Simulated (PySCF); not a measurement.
SnCl3, SMILES [Sn+]([Cl])([Cl])[Cl], charge +1.

Coordinates come from a PBE0-D3(BJ)/def2-SVP optimisation. The multiplicity is an assumed one; other spin states were not compared. The isomer is the one that the SMILES or the coordinates give; other isomers of the formula were not compared. The def2 effective core potentials stand for the cores of Sn; spin–orbit coupling is left out.

Level of theory: PBE/def2-TZVPD (PySCF).

Computed frontier levels, gap, dipole moment and polarisability:
The highest occupied level comes out as -13.70 eV. The lowest empty level comes out as -10.50 eV and the orbital gap is 3.20 eV. The dipole moment about the centre of nuclear charge is 0.00 D. The mean static polarisability comes out as 76.5 bohr³ (11.33 Å³) and the polarisability, principal values is 49.2, 90.1, 90.1 bohr³.
